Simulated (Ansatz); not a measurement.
**Cost against result**

Saddle point of BAsH6SO2, singlet (BH₃SO₂ ([OH][B]([OH])[SH]) + AsH₃ → BAsH₄O₂ ([OH][B]([OH])[AsH2]) + H₂S; bonds formed: B1–As6, S2–H5; bonds broken: B1–S2, H5–As6), PBE0-D4/def2-TZVP structure:

```xyz
11
angstrom
B 0.2079 -0.4922 -0.3874
S -0.0225 1.5283 -1.1751
O -0.8344 -1.2862 -0.8063
O 1.5185 -0.8832 -0.5812
H -0.1398 0.7701 0.3116
As -0.1869 -0.3395 1.8706
H -1.3432 1.3540 -1.3294
H -0.5860 -1.7965 -1.5827
H 2.1741 -0.1856 -0.5539
H 0.6785 0.8497 2.2720
H -1.4662 0.4810 1.9617
```

Barriers are electronic and count from the start structure reached by relaxing down the imaginary mode.

Computed with Ansatz 0.2.0 (basis: as named in each row); correlated methods freeze the cores. Filled d shells of the heavier atoms are correlated. The def2 sets are not built for correlating such inner shells, so the correlated values are less sure here. B3LYP uses VWN-RPA correlation. Extrapolation: Hartree–Fock as exp(−7.88 √X), correlation as X^−2.97.

Times are rough, for one single point on 8 threads of a shared host (Arm Neoverse V2).

The estimate by CCSD(T) at an estimated basis limit (MP2 extrapolated from triple and quadruple zeta, plus CCSD(T) − MP2 in triple zeta) is 51.53 kcal/mol.

```
      method       basis  time (s)  barrier (kcal/mol)  method less estimate
          HF      STO-3G   under 1               99.44                 47.91
      PBE-D4      STO-3G   under 1               64.95                 13.42
       SPW92    def2-SVP   under 1               34.09                -17.45
    B3LYP-D4       6-31G   under 1               52.21                  0.68
      PBE-D4    def2-SVP   under 1               39.67                -11.87
     PBE0-D4    def2-SVP   under 1               45.61                 -5.92
       SPW92  def2-TZVPP         1               35.33                -16.20
      PBE-D4  def2-TZVPP         2               40.32                -11.21
     BLYP-D4  def2-TZVPP         2               45.47                 -6.06
    B3LYP-D4  def2-TZVPP         2               49.85                 -1.69
    BHLYP-D4  def2-TZVPP         2               56.82                  5.29
     PBE0-D4  def2-TZVPP         2               45.77                 -5.77
CAM-B3LYP-D4  def2-TZVPP         2               54.43                  2.90
   r2SCAN-D4  def2-TZVPP         3               44.56                 -6.97
     wB97M-V    def2-SVP         3               51.72                  0.19
  r2SCAN0-D4  def2-TZVPP         4               48.29                 -3.24
  RPA on PBE  def2-TZVPP         4               52.00                  0.47
      B2PLYP  def2-TZVPP         4               52.59                  1.06
    PBE-QIDH  def2-TZVPP         4               50.31                 -1.22
     wB97X-V  def2-TZVPP         6               54.15                  2.62
      B97M-V  def2-TZVPP         6               50.34                 -1.19
     CCSD(T)    def2-SVP         6               56.92                  5.39
     wB97M-V  def2-TZVPP         6               52.41                  0.88
         MP2  def2-QZVPP        18               48.89                 -2.64
     CCSD(T)  def2-TZVPP       190               52.69                  1.16
```

All methods are single points on the PBE0-D4 structures.

No T1 diagnostic of these runs exceeds 0.013.

Labels in which every atom is bracketed show which atoms are joined, not bond orders.
